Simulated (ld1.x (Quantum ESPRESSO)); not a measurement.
## Varying the RRKJ potential for fluorine (F)

Base potential:

fluorine (F), norm-conserving RRKJ (Kleinman–Bylander form), made with ld1.x (Quantum ESPRESSO) 7.5 (LDA (PZ), scalar-relativistic). Core [He], reference 2s2 2p5. Waves: 2s (bound): rc 0.65 bohr; 3d channel at 0.15 Ry: rc 1.30 bohr; 2p (bound): rc 1.30 bohr. Local part: the p channel. Core correction: none.

All-electron outer shells of the reference configuration (LDA (PZ), scalar-relativistic, ld1.x):

```csv
shell,level (eV),outermost node (bohr),outermost maximum (bohr)
1s,-658.96,–,0.12
2s,-29.65,0.24,0.77
2p,-11.29,–,0.71
```

Cutoffs, loose and tight: the cutoffs (Ry, on a coarse ladder) from which the occupation-weighted sum of valence levels, in a spherical-Bessel basis at the reference potential, stays within 10 and 1 mRy of its value at 400 Ry. They do not see the model core or the augmentation charge, which bear on the density cutoff. Test errors are all-electron minus pseudo excitation energies from the reference, over the configurations 2s2 2p4; 2s2 2p3; 2s2 2p2; 2s2 2p5.3; 2s1 2p5; 2s1 2p6; 2s2 2p4.5 (two spin-polarised tests are not counted in the largest error). A dash means not determined; rows that change the core or the reference have their own tests.

```csv
change,outcome,"cutoff, loose","cutoff, tight",bound ghosts,largest test error (meV)
base,generated,140 Ry,200 Ry,none,+363
core correction a·sin(br)/r model core inside 0.48 bohr,generated,140 Ry,200 Ry,none,+336
functional PBE,generated,140 Ry,200 Ry,none,+311
wave 3d channel at 0.15 Ry: rc 1.30 bohr becomes 3d channel at 0.15 Ry: rc 2.00 bohr,generated,140 Ry,200 Ry,none,+363
```

(1) What comes out with this change to the base: wave 2s (bound): rc 0.65 bohr becomes 2s (bound): rc 0.78 bohr?

(2) What comes out with this change to the base: local potential the s channel?

(3) What comes out with this change to the base: type TM semilocal; local potential the s channel?

## Answers

(1) outcome: generated; cutoff, loose: 140 Ry; cutoff, tight: 180 Ry; bound ghosts: none; largest test error (meV): +356.

(2) outcome: generated; cutoff, loose: 110 Ry; cutoff, tight: 260 Ry; bound ghosts: none; largest test error (meV): +722.

(3) outcome: generated; cutoff, loose: 140 Ry; cutoff, tight: 260 Ry; bound ghosts: none; largest test error (meV): +442.
